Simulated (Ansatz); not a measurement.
Harmonic frequencies (cm⁻¹) at PBE0-D4/def2-TZVP from Ansatz: 161, 205, 273, 409, 474, 648, 706, 751, 807, 857, 946, 2159, 2194, 2714, 3889.

Each molecule was computed in one conformer, which needn't be the lowest.

Q: Which molecule is it?
A. `FC1SC1=[Se]`
B. `Cl[CH](Cl)[InH2]`
C. `NC=C=S`
D. `[OH][GeH2][SH]`

A: D.
